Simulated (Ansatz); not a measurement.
## Reading a saddle point

A first-order saddle point of GeSiNH9, closed shell, PBE0-D4/def2-TZVP, with one imaginary mode of 209i cm⁻¹:

```csv
atom,x (Å),y (Å),z (Å)
Ge1,-1.4327,0.1076,0.1013
N2,-0.1698,-0.6669,1.4371
H3,-1.4532,-0.6743,-1.2056
H4,-2.7010,-0.2660,0.9229
H5,-1.3045,1.6227,0.0563
H6,0.7056,-0.4231,0.8538
Si7,1.4511,0.4079,-1.1188
H8,-0.1873,-0.2057,2.3457
H9,-0.2751,-1.6716,1.5696
H10,2.7044,1.2011,-0.8547
H11,0.7206,1.2825,-2.1091
H12,1.9420,-0.7141,-1.9984
```

Computed with Ansatz 0.2.0 (basis: def2-TZVPP and def2-QZVPP); correlated methods freeze the cores. Filled d shells of the heavier atoms are correlated. The def2 sets are not built for correlating such inner shells, so the correlated values are less sure here. Extrapolation: Hartree–Fock as exp(−7.88 √X), correlation as X^−2.97.

Which contacts change along the imaginary mode, and what lies on either side? (Judge from chemistry; the calculation decides.)

By the calculation: The step is GeNH₅ ([NH2][GeH3]) + SiH₄ → GeSiH₆ ([SiH3][GeH3]) + NH₃, with the molecules in contact on both sides. Shortening one way: Ge1–Si7, N2–H6; lengthening the same way: Ge1–N2, H6–Si7.
```json
{"pair": "Ge1–Si7", "one side (Å)": "4.10", "saddle (Å)": "3.15", "other side (Å)": "2.38"}
{"pair": "N2–H6", "one side (Å)": "3.28", "saddle (Å)": "1.08", "other side (Å)": "1.01"}
{"pair": "Ge1–N2", "one side (Å)": "1.84", "saddle (Å)": "1.99", "other side (Å)": "3.25"}
{"pair": "H6–Si7", "one side (Å)": "1.48", "saddle (Å)": "2.27", "other side (Å)": "3.36"}
```

Which side is lower, and how far does the saddle lie above each? (To be estimated.)

Computed: The side with Ge1–Si7, N2–H6 short is lower by 31.3 kJ/mol; the saddle lies 220.8 kJ/mol above it and 189.4 kJ/mol above the other (CCSD(T) at an estimated basis limit (MP2 extrapolated from triple and quadruple zeta, plus CCSD(T) − MP2 in triple zeta); electronic energies).

No T1 diagnostic of these runs exceeds 0.013. The start structure is not quite a true minimum (one mode of 31i cm⁻¹).

Labels in which every atom is bracketed show which atoms are joined, not bond orders.

For scale, one of the runs: CCSD(T)/def2-TZVPP, 247 basis functions, launched by `ansatz run in.yaml --threads 4 --pin off --events-out ev --progress --plain --max-ram 9574MiB`. The run took 3.9 min on 4 CPU threads of an AMD EPYC (shared host), with 4.9 GiB of host memory at its peak.
